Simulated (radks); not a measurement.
The numbers below are computed, except where a source is named.
Neutral gold, 79 electrons, occupied as [Xe] 4f14 5d10 6s1. Level of theory: non-relativistic Kohn-Sham, exchange-only PBE, spin-polarised, spherical densities, point nucleus; open shells are filled with parallel spins first (spin-orbit coupling, left out, can overturn this in heavy ions); relativity is left out, which matters for an element this heavy (a radial shooting solver on a logarithmic mesh with Libxc functionals).

Radial electron density D(r) = 4 pi r^2 rho(r):

| r (bohr) | D(r) (e/bohr) | spin D(r) |
|---|---|---|
| 0.001622 | 9.051 | 0.000295 |
| 0.002216 | 15.38 | 0.000499 |
| 0.003027 | 25.26 | 0.000813 |
| 0.004135 | 39.60 | 0.00125 |
| 0.005649 | 58.28 | 0.00178 |
| 0.007718 | 78.85 | 0.00223 |
| 0.01054 | 95.61 | 0.00229 |
| 0.0144 | 101.8 | 0.00159 |
| 0.01968 | 96.72 | 0.000278 |
| 0.02688 | 93.73 | -0.000281 |
| 0.03673 | 110.2 | 0.00160 |
| 0.05018 | 137.1 | 0.00355 |
| 0.06855 | 137.9 | -0.00174 |
| 0.09365 | 118.2 | -0.00973 |
| 0.1279 | 126.5 | -0.000525 |
| 0.1748 | 126.1 | 0.00831 |
| 0.2388 | 83.86 | -0.00451 |
| 0.3262 | 82.49 | 0.000745 |
| 0.4457 | 82.22 | -0.00321 |
| 0.6088 | 41.37 | 0.0149 |
| 0.8318 | 22.25 | 0.0107 |
| 1.136 | 17.74 | -0.0850 |
| 1.552 | 9.417 | 0.0261 |
| 2.121 | 3.570 | 0.301 |
| 2.897 | 1.229 | 0.381 |
| 3.958 | 0.3916 | 0.237 |
| 5.407 | 0.09870 | 0.0824 |
| 7.387 | 0.01543 | 0.0147 |
| 10.09 | 0.001036 | 0.00102 |

D(r) has 4 maxima, at r = 0.0143, 0.0589, 0.151, 0.386 bohr, and minima at 0.0248, 0.101, 0.278 bohr, inside which lie 1.93, 11.48, 30.53 electrons.
